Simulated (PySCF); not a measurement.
Isomers of C7H11F3O. Theory: PBE0-D3(BJ)/def2-SVP geometry optimisation, gas phase in PySCF 2.14.0. Energies are electronic, without zero-point or thermal terms, for one conformer each. No frequencies were run at this level. Point groups hold within 0.08 Å.

Question: Rank from lowest to highest electronic energy at this level (kJ/mol).
A. `[CH3:1][C@@H:2]1[CH2:3][CH2:4][O:5][C@H:6]([F:7])[C@@H:8]([F:9])[C@@H:10]1[F:11]` with C1–C2–C3–C4 -64°, C2–C3–C4–O5 -61°, C3–C4–O5–C6 84°, C4–O5–C6–F7 46°
B. `[CH3:1][C@@H:2]1[CH2:3][CH2:4][CH2:5][C@@H:6]1[O:7][C:8]([F:9])([F:10])[F:11]` with C5–C6–O7–C8 103°, C1–C2–C3–C4 -163°, C2–C3–C4–C5 18°, C3–C4–C5–C6 8°, C4–C5–C6–O7 83°

Answer: B (0.0), A (112.2).

As drawn, the lower has two fluorines on one carbon, which the higher lacks.

| SMILES | E (Eh) | E rel (kJ/mol) | dipole (D) | point group | A, B, C (MHz) |
| --- | --- | --- | --- | --- | --- |
| C[C@@H]1CCC[C@@H]1OC(F)(F)F | -647.00271 | 0.0 | 2.55 | C1 | 1788, 787.4, 661.4 |
| C[C@@H]1CCO[C@H](F)[C@@H](F)[C@@H]1F | -646.95999 | 112.2 | 2.75 | C1 | 1265, 1135, 804.7 |
